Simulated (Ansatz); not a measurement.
Ideal-gas functions of `[F][Ga]([F])[Br]` at 298.15 K and 1 bar, from an Ansatz frequency run at PBE0-D4/def2-TZVP.

Molar mass 187.62 g/mol, point group C2v (symmetry number 2), electronic degeneracy 1, moments of inertia 81.787, 321.563, 403.351 u Å². Harmonic wavenumbers (cm⁻¹, unscaled): 124, 171, 184, 326, 698, 735.

Use S(trans) = R[1.5 ln M + 2.5 ln T − 1.1517]; rotational temperatures θ = 24.2544 K / I; S(rot) = R[ln(√π/σ · √(T³/θAθBθC)) + 1.5]; for each mode x = 1.438777 ν̃/T, S = R[x/(eˣ − 1) − ln(1 − e⁻ˣ)] and H = RT x/(eˣ − 1); 1 cm⁻¹ = 0.0119627 kJ/mol; R = 8.31446 J/(mol·K).

**Question.** By hand: the entropy, in J/(mol·K).

**Answer.** Translation 174.1. Rotation: θ = 0.2966, 0.0754, 0.0601 K, giving 110.0. Vibration, mode by mode: 12.71, 10.14, 9.57, 5.35, 1.29, 1.12, in all 40.2. Electronic 0.0. Sum 324.3 J/(mol·K).

**Question.** By hand: H − E and G − E in kJ/mol, counted from the electronic energy.

**Answer.** Zero-point energy ½ × 2238 × 0.0119627 = 13.4; thermal vibration 6.5; translation, rotation and pV give 4 RT = 9.9. H − E = 29.8 kJ/mol, and G − E = 29.8 − 298.15 × 324.3/1000 = -66.9 kJ/mol.

Vibration gives 12 % of the entropy, 12.7 J/(mol·K) of it from the mode under 150 cm⁻¹: soft modes count most, and the harmonic formula is weakest for them.
